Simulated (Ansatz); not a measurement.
Cartesian coordinates in Å:
```
C -2.4257 0.4011 1.9919
C -1.3543 -0.5953 1.5778
C -0.0912 0.0098 0.9766
C -0.2425 0.6434 -0.4011
O -0.9982 1.8466 -0.3410
C 1.1017 0.8770 -1.0959
C 1.5744 -0.2515 -2.0067
C 1.8483 -1.5841 -1.3284
H -2.7982 0.9679 1.1387
H -3.2689 -0.1100 2.4631
H -2.0297 1.1189 2.7172
H -1.0643 -1.1881 2.4521
H -1.7758 -1.3096 0.8602
H 0.3208 0.7707 1.6561
H 0.6737 -0.7685 0.9130
H -0.8491 -0.0177 -1.0327
H -0.5652 2.4354 0.2841
H 1.8714 1.0972 -0.3439
H 0.9884 1.7783 -1.7048
H 0.8277 -0.3960 -2.7962
H 2.4858 0.0804 -2.5147
H 2.2630 -2.3020 -2.0399
H 2.5680 -1.4754 -0.5116
H 0.9401 -2.0283 -0.9140
```

The species carries charge 0 and has multiplicity 1.

**Question.** List the B3LYP/def2-TZVPP orbital energies in eV (Ansatz 0.2.0). (Best estimate.)

**Answer.** Computed: Occupied: -520.28, -278.00, -276.72, -276.62, -276.59, -276.54, -276.52, -276.19, -27.83, -21.99, -21.31, -19.77, -18.63, -17.10, -15.95, -15.79, -13.39, -12.79, -12.56, -12.17, -11.83, -11.48, -10.85, -10.73, -10.46, -9.69, -9.60, -9.39, -9.10, -9.05, -8.83, -8.52, -7.26. Lowest empty: 0.79, 0.97, 1.28, 1.63, 1.92, 2.38, 2.45, 2.61.

B3LYP here is the variant with VWN-RPA as its local correlation; programs differ in this.
